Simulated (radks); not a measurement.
Problem. The niobium ion Nb2+, configuration [Kr] 4d2.5 5d0.5 (fractional occupations, a model configuration). All-electron calculation, scalar-relativistic Kohn-Sham, PBEsol, spin-polarised, spherical densities, point nucleus; open shells are filled with parallel spins first (spin-orbit coupling, left out, can overturn this in heavy ions). Program: a radial shooting solver on a logarithmic mesh with Libxc functionals. Some entries of the table are withheld. Estimate them.

orbital,occ.,eigenvalue (hartree),<r> (bohr)
1s down,1,-691.5378,0.03611
1s up,1,-691.5374,0.03611
2s up,1,-97.41344,0.1581
2s down,1,-97.40341,0.1581
2p up,3,-87.08272,0.1378
2p down,3,-87.07526,0.1378
3s up,1,-16.89447,0.4435
3s down,1,-16.88865,0.4435
3p up,3,-13.51915,0.4461
3p down,3,-13.51267,0.4460
3d up,5,-7.99871,0.4331
3d down,5,-7.98897,0.4330
4s up,1,-2.93704,1.154
4s down,1,-2.87853,1.148
4p up,3,(1),1.286
4p down,3,(2),1.278
4d up,2.5,-0.83385,1.780
4d down,0,-0.75729,1.783
5s up,0,(3),2.943
5s down,0,(4),2.939
5p up,0,-0.51299,3.552
5d up,0.5,-0.29265,(5)

Solution. 
(1) 4p up eigenvalue (hartree): -2.05392
(2) 4p down eigenvalue (hartree): -1.98778
(3) 5s up eigenvalue (hartree): -0.70065
(4) 5s down eigenvalue (hartree): -0.63548
(5) 5d up <r> (bohr): 5.276
